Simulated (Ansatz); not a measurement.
Problem. Name a neutral molecule of F, S, Sn and H with LUMO energy (B3LYP/def2-TZVPP) between -3.35 and -3.05 eV and LUMO energy (PBE/def2-TZVPP) between -3.90 and -3.60 eV (Ansatz, PBE0-D4/def2-TZVP geometry).

Solution. `[F][Sn]([F])([F])[SH]` (-3.26 eV, -3.86 eV). Other molecules can fit too; these were computed, each in one conformer that needn't be the lowest.

B3LYP here is the variant with VWN-RPA as its local correlation; programs differ in this.
